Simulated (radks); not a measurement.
Problem. Tm3+, 66 electrons, occupied as [Xe] 4f11 6s0.5 6p0.5 (fractional occupations, a model configuration). Calculated with a radial shooting solver on a logarithmic mesh with Libxc functionals: scalar-relativistic Kohn-Sham, PBE, spin-polarised, spherical densities, finite nucleus; open shells are filled with parallel spins first (spin-orbit coupling, left out, can overturn this in heavy ions); Fermi nuclear charge, rms radius 5.2256 fm. Some entries of the table are withheld. Estimate them.

orbital,occ.,eigenvalue (eV),<r^2> (bohr^2)
1s up,1,-59320.25,0.0005486
1s down,1,-59320.24,0.0005486
2s up,1,-10047.15,0.008517
2s down,1,-10047.10,0.008517
2p up,3,-8877.412,0.006946
2p down,3,-8877.373,0.006946
3s up,1,-2295.902,0.05583
3s down,1,-2294.445,0.05579
3p up,3,-1941.586,0.05629
3p down,3,-1940.129,0.05624
3d up,5,-1503.594,0.04691
3d down,5,-1502.482,0.04685
4s up,1,-490.9286,0.2786
4s down,1,-487.9591,0.2788
4p up,3,-374.1580,0.3156
4p down,3,-371.2446,0.3159
4d up,5,-218.9537,0.3735
4d down,5,-216.0948,0.3743
5s up,1,-92.6161,1.568
5s down,1,-91.2161,1.582
5p up,3,(1),2.108
5p down,3,(2),2.125
4f up,7,-48.3707,0.6400
4f down,4,-45.7248,0.6595
6s up,0.5,-27.3025,(3)
6s down,0,-26.0520,(4)
6p up,0.5,-20.8168,12.39

Solution. 
(1) 5p up eigenvalue (eV): -63.7671
(2) 5p down eigenvalue (eV): -62.6583
(3) 6s up <r^2> (bohr^2): 8.824
(4) 6s down <r^2> (bohr^2): 8.602
